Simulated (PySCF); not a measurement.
Work out the structure from these simulated measurements.

Formula: C6H17AlO.

| Quantity | Value |
| --- | --- |
| Rotational structure | rotational constants A, B, C: 2.422, 0.975, 0.962 GHz [PBE0-D3(BJ)/def2-SVP] |
| Polarisability | 112.2 au [PBE0/def2-SVPD] |
| 13C NMR | chemical shifts (computed TMS as zero) by class: 57.5 (2 C), 26.8 (3 C), 5.5 (1 C) ppm [GIAO HF/pcSseg-1] |
| Dipole | 4.99 D [PBE0/def2-SVPD] |
| 1H NMR | chemical shifts (computed TMS as zero) by class: 3.63 (2 H), 3.55 (6 H), 0.77 (9 H) ppm [GIAO HF/pcSseg-1] |
| Triplet | lowest triplet excitation (Tamm–Dancoff): 5.18 eV [TDA PBE0/def2-SVPD] |

Gas-phase values; electronic properties from PySCF, density fitting. Levels stand in brackets. Isolated species at its PBE0-D3(BJ)/def2-SVP geometry (one conformer only). NMR values are class means; diastereotopic atoms form classes of their own.

Q: Propose a structure and show how it fits.

A: Numbering: `[CH3:1][O+:2]([CH3:3])[AlH2-:4][C:5]([CH3:6])([CH3:7])[CH3:8]`. 6 carbons fall into 3 classes; from least to most shielded: O-methyl carbon [C1/C3] (57.5 ppm, 2 C), methyl carbon [C6/C7/C8] (26.8 ppm, 3 C, up to 3.2 ppm apart in this geometry), sp3 carbon without hydrogen [C5] (5.5 ppm). Hydrogen classes from least to most shielded: 2 H on an aluminium bonded to C, O and 2 H, Al4 (3.63 ppm), 6 H on 2 O-methyl carbons, C1/C3 (3.55 ppm, a mean of values up to 1.0 ppm apart in this geometry), 9 H on 3 methyl carbons, C6/C7/C8 (0.77 ppm, a mean of values up to 0.6 ppm apart in this geometry). The optimised geometry has point group Cs and is an asymmetric top. Structure: `C[O+](C)[AlH2-][C](C)(C)C`. The assignments are read from this structure; whether some other isomer fits the data as well wasn't checked.

Shape of the structure used: `[CH3:1][O+:2]([CH3:3])[AlH2-:4][C:5]([CH3:6])([CH3:7])[CH3:8]`: C1–O2–Al4–C5 -87°, O2–Al4–C5–C6 180°.
